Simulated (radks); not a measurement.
Task: The mean radii <r> (bohr) of the occupied orbitals of an atom or ion are listed with their occupations. All-electron calculation, Dirac Kohn-Sham, LDA (Slater exchange, Perdew-Wang correlation), spin-unpolarised, spherical densities, finite nucleus; Fermi nuclear charge, rms radius of each element as measured or else 0.836 A^(1/3) + 0.57 fm. Program: a radial shooting solver on a logarithmic mesh with Libxc functionals.

orbital  occ.      <r>
1s1/2       2  0.05221
2s1/2       2   0.2354
2p1/2       2   0.2044
2p3/2       4   0.2077
3s1/2       2   0.7004
3p1/2       2   0.7203
3p3/2       4   0.7297
3d3/2     2.8   0.8025
3d5/2     4.2   0.8061

Name the element and its charge. Open shells, if any, are shared by 2j + 1.

Result: Z = 29, copper, charge +4: Cu4+ in [Ar] 3d7. The 1s radius gives Z: for a bare nucleus <r> = (2 gamma + 1)/(2Z) with gamma = sqrt(1 - (Z/c)^2), 0.05094 bohr for Z = 29, and screening makes it slightly larger (0.05221 here). The occupations add up to 25, and the charge is Z minus that.
